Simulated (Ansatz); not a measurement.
Input file for Ansatz (a program for electronic structure): R-B97M-V/def2-TZVPPD on Cl2 (SMILES ClCl). Files ending in .json are basis or fitting sets from the Basis Set Exchange.

Ansatz 0.2 input:
```yaml
crystal:
  periodic: [false, false, false]
  atoms:
    - {symbol: Cl, position_ang: [-0.18102931, 0.56213318, 4.72737942]}
    - {symbol: Cl, position_ang: [0.08507737, 0.03233040, 2.79400853]}
basis:
  gaussian:
    orbitals: def2-TZVPPD.json
hamiltonian:
  xc: {name: B97M-V}
scf: {lower_state_search: off}
```

It printed:

```
WARN ansatz: RAYON_NUM_THREADS=1 ignored (pool sized by the plan → 1); use --threads N
Functional definition: B97M-V
these checks for a lower state are left out or cut short: stability, starts, cluster_reference, orbital_swaps, neighbouring_geometries, increment
integrals: 0.03 GiB planned
648 factors; their error is unknown
mean field: 0.27 GiB planned
mean field evaluation 1: about -25038.4614 eV, gradient 7.7e0 eV
mean field evaluation 2: about -25038.5342 eV, gradient 3.3e0 eV
mean field evaluation 4: about -25038.5522 eV, gradient 4.3e-2 eV
mean field evaluation 8: about -25038.5437 eV, gradient 6.5e-4 eV
mean field -25038.54368620 eV, -920.1495087335 hartree, gradient 5.8e-7 eV, S^2 0.000000; 0 other end points of the search recorded, 0 dependent functions left out
reference -25038.54376601 eV, -920.1495116662 hartree; 17, 17 occupied and 85, 85 virtual orbitals, 648 factors
Total energy: -25038.54376601 eV, -920.1495116662 hartree
Checks for a lower state left out: stability, starts, cluster_reference, orbital_swaps, neighbouring_geometries, increment
```

The run converged.

Cost: roughly 0.9 core-seconds.
